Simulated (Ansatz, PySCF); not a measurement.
SbI2, SMILES [I][Sb][I], multiplicity 2. Atoms are numbered in the order given.

```xyz
3

Sb     0.0000     0.0000     1.1774
I      0.0000    -2.1263    -0.5658
I      0.0000     2.1263    -0.5658
```
Charge 0, spin multiplicity 2.

Geometry optimised at B3LYP-D3(BJ)/def2-SVP. The multiplicity is an assumed one; other spin states were not compared. The isomer is the one that the SMILES or the coordinates give; other isomers of the formula were not compared. The def2 effective core potentials stand for the cores of I, Sb; spin–orbit coupling is left out.

Two levels are set side by side: PBE-D3(BJ)/def2-SVP (Ansatz, a first-principles code) and B3LYP-D3(BJ)/def2-SVP (Ansatz). Each level has its own optimised geometry; the coordinates shown are those of the second. Frequencies come from the Hessian of PySCF at each geometry. Differences are taken from unrounded values.

| quantity | B3LYP-D3(BJ) | PBE-D3(BJ) | PBE-D3(BJ) minus B3LYP-D3(BJ) |
|---|---|---|---|
| mean bond length (Å) | 2.750 | 2.745 | -0.004 |
| bond Sb1–I2 (Å) | 2.750 | 2.745 | -0.004 |
| bond Sb1–I3 (Å) | 2.750 | 2.745 | -0.004 |
| highest harmonic wavenumber (cm⁻¹) | 195 | 194 | -1 |
| mean harmonic wavenumber (cm⁻¹) | 150 | 149 | -1 |
| zero-point energy (kcal/mol) | 0.64 | 0.64 | 0.00 |

Here PBE gives about what the other level gives.
